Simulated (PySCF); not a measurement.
**TlSi⁺: from constants to spectrum**

UHF-CCSD(T) constants of TlSi⁺, ³Π (triplet), unpaired electrons σ ↑, π ↑ (Tl def2-SVP with ECP60, Si def2-SVP; scalar-relativistic core potentials (PySCF 2.14); masses 204.9744 and 27.9769 u):

| Property | Result |
| --- | --- |
| ωe | 105.6 cm⁻¹ |
| ωexe | 0.749 cm⁻¹ |
| Be | 0.063126 cm⁻¹ |
| αe | 0.000577 cm⁻¹ |

**Question.** What force constant and bond length do these constants imply?

**Answer.** Reduced mass μred = 24.617 u; k = 5.8918×10⁻⁷·μred·ωe² (u, cm⁻¹, mdyn/Å) = 0.162 mdyn/Å; Re = √(16.8576/(μred·Be)) (u, cm⁻¹, Å) = 3.294 Å.

**Question.** Estimate the centrifugal constant D from the Kratzer relation and find the Dunham coefficient a1.

**Answer.** D = 4Be³/ωe² = 9.02e-08 cm⁻¹; a1 = −1 − αeωe/(6Be²) = -3.55.

Correlated steps freeze 9 core orbitals. These are scalar-relativistic numbers at best; spin–orbit coupling would shift them, the dissociation energy most. The state is the lowest determinant that a PBE0 search found; another state may lie lower at other levels.
